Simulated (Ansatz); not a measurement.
CH5FGaNSi, SMILES `F[SiH2]/N=[CH]/[GaH2]`, relaxed with RKS PBE0-D4/def2-TZVP in Ansatz from a PBE-D4/def2-SVP geometry. The force threshold is 0.005 eV/Å; the program also tests the step.

The species carries charge 0 and has multiplicity 1.

Start:

```xyz
10

F    -1.183    0.239   -2.580
Si    0.094   -0.381   -1.760
N    -0.006   -0.013   -0.044
C    -0.829    0.612    0.729
Ga    0.412    0.168    2.205
H     1.351    0.245   -2.276
H     0.084   -1.870   -1.901
H    -1.766    1.092    0.356
H     1.618    1.155    2.409
H     0.225   -1.247    2.862
```

```tsv
step	energy (eV)	largest force (eV/Å)	largest move (Å)
1	-65568.4080	1.246	0.000
2	-65568.4603	0.757	0.033
3	-65568.4748	0.041	0.033
4	-65568.4750	0.026	0.004
5	-65568.4751	0.016	0.003
6	-65568.4753	0.022	0.011
7	-65568.4753	0.018	0.006
8	-65568.4753	0.001	0.002
```

End:

```xyz
10

F    -1.167    0.220   -2.516
Si    0.091   -0.372   -1.726
N     0.007   -0.011   -0.039
C    -0.820    0.612    0.709
Ga    0.416    0.156    2.165
H     1.315    0.255   -2.266
H     0.085   -1.842   -1.878
H    -1.735    1.078    0.320
H     1.602    1.141    2.396
H     0.207   -1.237    2.835
```

Hardware: 4 threads of an AMD EPYC 7R43 on a shared host. Wall time 35 s, peak host memory 0.64 GiB.
